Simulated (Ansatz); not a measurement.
Consider the formal exchange of groups at the Si–Cl bond: `O[Si]([SiH3])(Cl)Cl` + CH₄ → `C[Si](O)([SiH3])Cl` + HCl.

Program: Ansatz. Geometries: PBE0-D4/def2-TZVP. ΔE: electronic, gas phase. CBS: MP2 limit from def2 TZ/QZ plus the TZ coupled-cluster correction, frozen cores. This one scheme is used for every species. Each species was taken in one conformer, which may not be the lowest.

| species | CCSD(T)/def2-SVP energy (Eh) |
| --- | --- |
| `O[Si]([SiH3])(Cl)Cl` | -1574.38789 |
| CH₄ | -40.35705 |
| `C[Si](O)([SiH3])Cl` | -1154.60362 |
| HCl | -460.10218 |

Q: Work out ΔE.

A: ΔE = (-1154.60362) + (-460.10218) − (-1574.38789) − (-40.35705) = 0.03914 Eh = +102.8 kJ/mol. CCSD(T)/CBS gives +104.8 kJ/mol.

Largest T1 diagnostic among the species: 0.011.

Leaving LDA and LC-ωPBE aside and taking each functional with its dispersion term where it has one, the values, not all of them listed here, spread over 5.9 kJ/mol, from revPBE-D4 to BHLYP-D4. LDA lies −4.7 kJ/mol from PBE without D4. In def2-TZVPP, CCSD(T) changes the Hartree–Fock value by −11.1 kJ/mol (the triples alone add +0.1 kJ/mol) and MP2 by −5.3 kJ/mol.
